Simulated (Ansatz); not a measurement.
Isolated molecules relaxed with PBE0-D4/def2-TZVP in Ansatz; ΔE leaves out vibrations. CCSD(T)/CBS is the MP2 limit (def2-TZVPP, def2-QZVPP) plus CCSD(T) − MP2 in def2-TZVPP, frozen cores. Functionals use def2-TZVPP. B3LYP here is the variant with VWN-RPA as its local correlation; programs differ in this. Each species was taken in one conformer, which may not be the lowest.

Reaction (substitution at a C–Si bond): `C#C[SiH](O)F` + `CNCN` → `C#CN(C)CN` + `O[SiH2]F`

Question: Is it downhill or uphill in electronic energy at CCSD(T)/CBS, and by how much? (Estimate.)

Answer: Computed: Uphill: ΔE = +81.8 kJ/mol.

Question: What do these levels give: B3LYP-D4, ωB97X-V, MP2/def2-TZVPP, CCSD(T)/def2-TZVPP, HF/def2-QZVPP, MP2/def2-QZVPP? (An estimate is asked.)

Answer: The calculation gave: B3LYP-D4 69.1, ωB97X-V 70.4, MP2/def2-TZVPP 76.1, CCSD(T)/def2-TZVPP 79.8, HF/def2-QZVPP 79.8, MP2/def2-QZVPP 77.3 kJ/mol.

Largest T1 diagnostic among the species: 0.013.
